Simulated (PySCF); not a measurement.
# (LiF)3 ring

Geometry (Å), atoms numbered from 1 in this order:
```xyz
6

Li    1.334    0.892    0.168
F    -0.024    1.402    0.984
Li   -1.357    0.429    0.760
F    -1.416   -0.946   -0.178
Li    0.022   -1.322   -0.927
F     1.440   -0.455   -0.806
```

Level of theory: GIAO B3LYP/def2-SVP magnetisability, rotational g tensor and spin-rotation constants, non-relativistic, gas phase in PySCF. Geometry: GFN2-xTB.

Task: Give the nuclear spin-rotation constants along the inertial axes (H = +C I·J) beside the isotropic shieldings.

Result: Rotational constants 4.5581, 4.5523, 2.2776 GHz.
```tsv
atom	isotope	Caa (kHz)	Cbb (kHz)	Ccc (kHz)	mean (kHz)	σ (ppm)
Li1	7Li	0.123	0.123	0.104	0.117	89.0
F2	19F	1.420	1.418	1.019	1.285	410.7
Li3	7Li	0.123	0.123	0.104	0.117	89.0
F4	19F	1.417	1.415	1.016	1.283	410.9
Li5	7Li	0.123	0.123	0.104	0.117	89.0
F6	19F	1.415	1.413	1.014	1.281	411.0
```
Where two moments of inertia are equal or nearly so, the constants along those axes are given as their average.
For the geometry as given, no vibrational averaging.
